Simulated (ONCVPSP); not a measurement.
## Before and after: ONCV potential for lead

lead (Pb), optimised norm-conserving Vanderbilt (ONCV), made with ONCVPSP 4.0.1 (PBE, scalar-relativistic). Core [Xe] 4f14, reference 5d10 6s2 6p2. Waves: 6s: rc 1.80 bohr, ncon 4, nbas 8, qcut 3 1/bohr, 2 projectors, debl 3.5 Ha; 6p: rc 2.55 bohr, ncon 4, nbas 7, qcut 3.8 1/bohr, 2 projectors, debl 3.3 Ha; 5d: rc 1.95 bohr, ncon 4, nbas 9, qcut 9 1/bohr, 2 projectors, debl 1 Ha. Local part: polynomial inside 1.55 bohr (lpopt 5, dvloc0 0 Ha). Core correction: Teter function fitted to the true core (icmod 2), fcfact 0.7.

All-electron outer shells of the reference configuration (PBE, scalar-relativistic, ld1.x):

```
shell  level (eV)  outermost node (bohr)  outermost maximum (bohr)
   4f     -132.89                      –                      0.35
   5p      -85.83                   0.49                      0.88
   5d      -21.18                   0.52                      1.07
   6s      -12.04                   1.01                      1.95
   6p       -3.50                   1.18                      2.67
```

Change: p: rc 3.22.

Cutoffs: the cutoffs (Ha) at which the residual kinetic energy of the hardest occupied pseudo-wave falls to 1 and 0.1 mHa per electron; they do not see the model core or the augmentation charge, which bear on the density cutoff. Errors are all-electron minus pseudo energies relative to the spin-unpolarised reference configuration.

**Question.** How do hardness, ghosts and transferability respond?

**Answer.** The potential gets neither clearly harder nor softer (25 Ha and 35 Ha → 25 Ha and 35 Ha); the d channel sets the loose cutoff, while the largest relative change is in p, which becomes softer; of the 3 tests that both files solve, the error grows in 2 and shrinks in 1 by more than 15 % and 0.3 meV (median size 9.9 → 19.9 meV); neither file shows a bound ghost.

```csv
quantity,base,changed
"cutoff, loose",25 Ha,25 Ha
"cutoff, tight",35 Ha,35 Ha
loose cutoff by channel,"s 12 Ha, p 5.1 Ha, d 25 Ha","s 12 Ha, p 3.9 Ha, d 25 Ha"
bound ghosts,none,none
GHOST(+) flags under 300 eV,"s at 3.8 eV, p at 70.4 eV","s at 3.8 eV, p at 67.5 eV"
tests with a reliable result,3 of 4,3 of 4
"error for 5d10 6s2 6p1, meV [ΔE 6.58 eV]",-3.1,-3.8
"error for 5d10 6s2 6p0, meV [ΔE 20.02 eV]",-9.9,-20
"error for 5d9 6s2 6p2, meV [ΔE 27.16 eV]",-116,-88
s: phases at 1.83 bohr within 0.05 rad from the reference energy up to (Ha; the scan ends near 5),0.1,0.1
d: phases at 1.97 bohr within 0.05 rad from the reference energy up to (Ha; the scan ends near 5),to the end of the scan,to the end of the scan
"rms error of d²Exc/dni dnj with the model core, mHa",0.63,0.64
```
